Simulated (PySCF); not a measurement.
Structure problem from calculated spectra and properties.

Elements present: C, Cl, H and Si. Monoisotopic mass: 106.0006 u.

* Dipole: 1.94 D [CAM-B3LYP/def2-SVPD]
* Triplet: lowest triplet excitation (Tamm–Dancoff): 4.13 eV [TDA CAM-B3LYP/def2-SVPD]
* 13C NMR: chemical shifts (computed TMS as zero) by class: 161.0 (1 C), 127.7 (1 C), 24.5 (1 C) ppm [GIAO PBE0/pcSseg-1]
* Rotational structure: rotational constants A, B, C: 4.851, 1.880, 1.529 GHz [GFN2-xTB]
* 1H NMR: chemical shifts (computed TMS as zero) by class: 7.07 (1 H), 5.92 (1 H), 5.31 (2 H), 2.11 (3 H) ppm [GIAO PBE0/pcSseg-1]
* UV, first state: lowest singlet excitation: 6.47 eV (192 nm, f = 0.038) [TDDFT CAM-B3LYP/def2-SVPD]
* UV, strongest line: among the 8 lowest singlet transitions: S2 at 6.57 eV (189 nm, f = 0.281) [TDDFT CAM-B3LYP/def2-SVPD]

The electronic properties come from PySCF, for the isolated species, density fitting. Levels stand in brackets. Geometry: GFN2-xTB, one conformer, isolated molecule. NMR classes are plain means over equivalent atoms (diastereotopic ones count apart unless rotation or inversion swaps them), as if these changed places fast.

Question: Which formula fits the mass and the elements?

Answer: C3H7ClSi (calculated 106.0006). No other formula that holds each of these elements comes within 0.0003 u with a fitting electron parity and a possible valence count.

Question: What is the compound? Reason from the data.

Answer: Numbering: `[CH3:1]/[CH:2]=[CH:3]\[SiH2:4][Cl:5]`. Its formula, C3H7ClSi, gives 1 degree of unsaturation: 0 rings and 1 π bond in the structure found. 3 carbons fall into 3 classes; from least to most shielded: alkene CH carbon [C2] (161.0 ppm), alkene CH carbon [C3] (127.7 ppm), allylic carbon [C1] (24.5 ppm). Hydrogen classes from least to most shielded: 1 H on an alkene CH carbon, C2 (7.07 ppm), 1 H on an alkene CH carbon, C3 (5.92 ppm), 2 H on a chlorine-bound silicon, Si4 (5.31 ppm), 3 H on an allylic carbon, C1 (2.11 ppm). The optimised geometry has point group C1 and is an asymmetric top. Structure: `C(=C/C)/[SiH2]Cl`. Computed isomers that give other values at the same levels: `C=C(C)[SiH2]Cl` (13C chemical shifts (computed TMS as zero) by class: 152.3 (1 C), 135.9 (1 C), 25.7 (1 C) ppm); `C=C[C@@H]([SiH3])Cl` (13C chemical shifts (computed TMS as zero) by class: 147.3 (1 C), 121.1 (1 C), 51.7 (1 C) ppm); `[SiH3]C/C=C\Cl` (13C chemical shifts (computed TMS as zero) by class: 136.6 (1 C), 129.3 (1 C), 13.2 (1 C) ppm). The assignments are read from this structure; whether some other isomer fits the data as well wasn't checked.

The values belong to the conformer `[CH3:1]/[CH:2]=[CH:3]\[SiH2:4][Cl:5]`: C2–C3–Si4–Cl5 -64°.
